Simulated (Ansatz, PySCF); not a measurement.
CH₃CdFS, SMILES C[S][Cd][F].

Coordinates come from a B3LYP-D3(BJ)/def2-SVP optimisation. The def2 effective core potentials stand for the cores of Cd; spin–orbit coupling is left out. Other conformers were not sampled.

Vertical ionisation energy (IE) and electron affinity (EA) in eV. Rows of orbital energies are one-electron estimates. Where ΔSCF, EOM or ADC give a negative EA the extra electron is unbound and the value depends on the basis.

```
level                                                                       IE     EA
------------------------------------------------------------------------  ----  -----
−ε(HOMO), −ε(LUMO), HF/def2-TZVPD (PySCF)                                 9.67  -0.86
−ε(HOMO), −ε(LUMO), PBE/def2-TZVPD (PySCF)                                5.90   2.71
ΔSCF, CAM-B3LYP/def2-SVPD (Ansatz), final states of multiplicity 2 and 2   ___    ___
ΔSCF, PBE/def2-SVPD (Ansatz), final states of multiplicity 2 and 2        9.13   0.29
```

Some entries are withheld; supply them. (Estimate from the structure and the level; the computed values follow.)


- ΔSCF, CAM-B3LYP/def2-SVPD (Ansatz, a program for electronic structure), final states of multiplicity 2 and 2, IE: 9.27
- ΔSCF, CAM-B3LYP/def2-SVPD (Ansatz), final states of multiplicity 2 and 2, EA: 0.26

What vertical singlet–triplet gap does ΔSCF give with CAM-B3LYP/def2-SVPD (Ansatz) and with PBE/def2-SVPD (Ansatz)? (An estimate is asked for; the answer gives what the named calculation found.)

3.74 and 3.55 eV (triplet above singlet where positive).
